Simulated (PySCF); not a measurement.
germyloxygermane (Ge2H6O), SMILES [GeH3][O][GeH3]. Atoms are numbered in the order given.

```xyz
9

Ge     1.6082     0.0000     0.0624
O      0.0000     0.0000    -0.6924
Ge    -1.6082     0.0000     0.0624
H      2.6151     0.0000    -1.0964
H      1.7633     1.2633     0.9352
H      1.7633    -1.2633     0.9352
H     -1.7633    -1.2633     0.9352
H     -2.6151     0.0000    -1.0964
H     -1.7633     1.2633     0.9352
```
Charge 0, spin multiplicity 1.

Geometry: PBE0-D3(BJ)/def2-SVP.

Level of theory: PBE/def2-TZVP run with PySCF.

The molecule is in vacuum.

```json
{
 "total_energy": "-4232.16038 hartree",
 "point_group": "C2v",
 "highest_occupied_level": "-6.70 eV",
 "lowest_empty_level": "-1.13 eV",
 "orbital_gap": "5.57 eV",
 "dipole_moment": "0.73 D",
 "quadrupole, principal values (traceless, Buckingham form, about the centre of nuclear charge)": "-2.62, -1.49, 4.11 D·Å",
 "mean_static_polarisability": "66.1 bohr³ (9.79 Å³)",
 "polarisability_principal_values": "60.3, 61.2, 76.7 bohr³"
}
```
